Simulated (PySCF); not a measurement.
# Structure from 2D NMR

Compound of formula C5H4F2O. Correlations simulated from computed shifts and the bond graph:

HSQC (one-bond C–H):
```
  δH     δC
7.53  147.6
7.27  118.6
6.96  115.9
6.88  118.8
```

COSY cross peaks (H two or three bonds apart, from the bond graph; peaks can be absent where the dihedral angle is near 90°):
```
  δH    δH
7.53  6.88
7.27  6.88
```

HMBC (two and three bonds, from the bond graph):
```
  δH                          δC
7.53         157.0, 118.8, 118.6
7.27  157.0, 147.6, 118.8, 115.9
6.96                157.0, 118.6
6.88         157.0, 147.6, 118.6
```

Carbons without hydrogens: δ 157.0.

[PySCF 2.14: GFN2-xTB structure; σ from GIAO-PBE0/pcSseg-1; single conformer; equivalent nuclei averaged; gas phase; relativity neglected]

δ = σ(ref) − σ, references computed at the same level: TMS for 1H, 13C.

Exchangeable hydrogens are left out of these lists.

Question: Which molecule is this?

Answer: `c1c(C(F)F)occ1`.

Mapped SMILES: `[F:1][CH:2]([F:3])[c:4]1[cH:5][cH:6][cH:7][o:8]1`; H(Xn) means a hydrogen on atom n.

δC 157.0 is C4, a substituted aromatic carbon next to the ring oxygen. δC 147.6 is C7, an aromatic CH next to the ring oxygen (δH 7.53). δC 118.8 is C6, an aromatic CH (δH 6.88). δC 118.6 is C5, an aromatic CH (δH 7.27). δC 115.9 is C2, an sp3 CH bonded to 2 F, on an aromatic ring (δH 6.96). HMBC from δH 7.53 reaches the proton-free carbon C4. HMBC from δH 7.27 reaches the proton-free carbon C4. HMBC from δH 6.96 reaches the proton-free carbon C4. HMBC from δH 6.88 reaches the proton-free carbon C4. COSY links 7.53–6.88, 7.27–6.88.

The data come from this structure; uniqueness wasn't tested.

Shifts are as computed. Against solution values, carbons near 30 ppm lie about +3 ppm off and those near 130 ppm about +5 ppm. Of 1211 compounds with measured shifts, 218 miss one by over three times the rms of a fit or turn the order of signals round; such compounds aren't used in these exercises.
